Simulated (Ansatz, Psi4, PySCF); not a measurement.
C$_{3}$H$_{5}$ (SMILES C=[C]C), doublet (typed; the unrestricted solution is spin-contaminated), geometry from GFN2-xTB. Base run: CCSD(T)/STO-3G (PySCF).

Input for PySCF:
```python
from pyscf import gto, scf, cc

mol = gto.M(
    atom='''
C     1.31352899    0.25622584   -0.02192716
C     0.02590858    0.37408297   -0.01022305
H     1.83787885   -0.70392499   -0.00249333
H     1.97053843    1.11335976   -0.05223491
C    -1.20640148   -0.39885089    0.02447718
H    -1.00835162   -1.47840810    0.05083729
H    -1.78896803   -0.13645457    0.90819127
H    -1.80931420   -0.18331958   -0.85826214
''',
    basis='sto-3g',
    spin=1,
    verbose=4,
)

mf = scf.UHF(mol)
mf.kernel()

mycc = cc.CCSD(mf)
mycc.kernel()
et = mycc.ccsd_t()
print('E(CCSD(T)) = %.10f' % (mycc.e_tot + et))
```

The same geometry, method and basis name were run in Ansatz (a quantum-chemistry and plane-wave program) and Psi4 and PySCF, at each program's defaults and at the settings that a row names. The base is PySCF at its defaults. Differences at the defaults can come from grids, fitting, cores and function types together.

| code and settings | ΔE vs base (mEh) | basis functions | E (Eh) | SCF cycles |
|---|---|---|---|---|
| PySCF, defaults (exact integrals, spherical functions, all electrons correlated) | 0.000 | 20 | -115.21446 | 17 |
| Psi4, defaults (exact integrals, spherical functions, all electrons correlated) | 0.000 | 20 | -115.21446 | 18 |
| Ansatz, defaults (factorised integrals, spherical functions, frozen core) | 1.174 | 20 | -115.21328 | - |
| PySCF, frozen core | 1.168 | 20 | -115.21329 | 17 |
| Psi4, exact integrals, spherical functions, frozen core | 1.168 | 20 | -115.21329 | 18 |
| Ansatz, high accuracy, frozen core | 1.168 | 20 | -115.21329 | - |

Open shells are given as the SCF converged; they aren't shown to be the lowest states, and a large step between rows can be another state.
